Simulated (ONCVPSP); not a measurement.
**What the settings do to the ONCV potential of Zn (Z = 30)**

Base potential:

ONCVPSP 4.0.1 input, shortened (lines: element, Z, core and valence counts, functional; n l f; lmax; l rc ep ncon nbas qcut; lloc lpopt rc5 dvloc0; l nproj debl; icmod fcfact rcfact), PBEsol, scalar-relativistic:

```
  Zn 30.00    5    2  -116133      upf
    1    0    2.00
    2    0    2.00
    2    1    6.00
    3    0    2.00
    3    1    6.00
    3    2   10.00
    4    0    1.00
    2
    0    1.65    0.00    4    8    3.80
    1    1.80    0.15    4    9    4.40
    2    0.85    0.00    3    7   19.40
    4    5    0.80    4.00
    0    1    3.30
    1    2    2.90
    2    1    2.70
    1    0.75    0.00
```

In the p channel the program set the typed energies aside and used 0.050, 2.950 Ha.

All-electron outer shells of the reference configuration (PBEsol, scalar-relativistic, ld1.x):

```csv
shell,level (eV),outermost node (bohr),outermost maximum (bohr)
3p,-92.94,0.25,0.59
3d,-19.79,–,0.57
4s,-13.99,0.84,1.99
```

Cutoffs, loose and tight: the cutoffs (Ha) at which the residual kinetic energy of the hardest occupied pseudo-wave falls to 1 and 0.1 mHa per electron. They do not see the model core or the augmentation charge, which bear on the density cutoff. Test errors are all-electron minus pseudo excitation energies from the reference, over the configurations 3d10 4s2; 3d10 4s0; 3d9 4s0; 3d9 4s2. A dash means not determined; rows that change the core or the reference have their own tests. The largest error is taken over the tests solved by every variant that gives reliable tests at all: 3d10 4s0; 3d10 4s2; 3d9 4s2.

A true bound ghost makes a file unfit for plane-wave use even where its test errors are small: the radial tests pick states by their node count and pass the ghost by.

| change | outcome | cutoff, loose | cutoff, tight | bound ghosts | GHOST(+) flags above zero | largest test error (meV) |
| --- | --- | --- | --- | --- | --- | --- |
| base | generated, projector energies reset by the program | 135 Ha | 154 Ha | s | p | -253 |
| functional LDA (Perdew-Zunger) | generated, projector energies reset by the program | 135 Ha | 154 Ha | s | p | -247 |
| local potential polynomial inside 0.80 bohr (lpopt 5, dvloc0 3.5 Ha) | generated, projector energies reset by the program | 135 Ha | 154 Ha | s | p | -252 |
| s: qcut 5.5 | generated, projector energies reset by the program | 135 Ha | 154 Ha | s | p | -253 |

Problem. What comes out with this change to the base: all radii but the core radius scaled by about 1.20 (s 1.98, p 2.14, d 1.02 bohr); local potential polynomial inside 0.96 bohr (lpopt 5, dvloc0 4 Ha)?

Solution. outcome: generated, projector energies reset by the program; cutoff, loose: 117 Ha; cutoff, tight: 134 Ha; bound ghosts: s; GHOST(+) flags above zero: p; largest test error (meV): -272.

Problem. What comes out with this change to the base: s: rc 2.46?

Solution. outcome: generated, projector energies reset by the program; cutoff, loose: 135 Ha; cutoff, tight: 154 Ha; bound ghosts: s; GHOST(+) flags above zero: p; largest test error (meV): -183.

Problem. What comes out with this change to the base: d: qcut 19.3?

Solution. outcome: generated, projector energies reset by the program; cutoff, loose: 134 Ha; cutoff, tight: 153 Ha; bound ghosts: s; GHOST(+) flags above zero: p; largest test error (meV): -253.
